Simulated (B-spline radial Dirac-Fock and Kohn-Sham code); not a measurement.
**What relativity does to the binding energies of K**

System: the K atom in the configuration [Ar] 4s1.

Both columns are ΔSCF binding energies of the configuration average from a B-spline atomic structure program: non-relativistic Hartree-Fock with a point nucleus, and Dirac-Fock with a finite nucleus and the Coulomb interaction alone, averaged over the two j levels with weights 2j+1.

```
shell  Hartree-Fock (eV)  Dirac-Fock (eV)  shift (eV)  shift (%)
   1s             3600.8           3618.0      +17.27      +0.48
   2s              383.3            386.3       +3.03      +0.79
   2p              301.3            301.4       +0.11      +0.04
   3p              23.83            23.79       -0.04      -0.16
   4s               4.01             4.02       +0.01      +0.37
```

Relativity binds 1s, 2s, 2p, 4s more strongly, among those listed most of all 2s in relative terms, and 3p more weakly.

Values without a named source are computed, but for edge energies of neutral atoms, which are taken from tables.
